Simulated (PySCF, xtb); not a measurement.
Mg(OH)(SiH3) (H₄MgOSi), SMILES [OH][Mg][SiH3]. One conformer was computed; it need not be the lowest.

Harmonic wavenumbers (cm⁻¹) from GFN2-xTB (xtb) at its own minimum, in rising order: 35, 36, 340, 394, 398, 541, 543, 746, 767, 814, 817, 2147, 2150, 2159, 3752.

Question: What does ωB97X-D3(BJ)/def2-TZVP (PySCF) give at its own minimum? (Estimate from the structure and the level; the computed values follow.)

Answer: 107, 107, 167, 167, 323, 402, 402, 799, 883, 962, 962, 2202, 2206, 2206, 4081. Paired by order, the mean absolute difference is 123 cm⁻¹ and the zero-point energies are 22.4 and 22.8 kcal/mol.
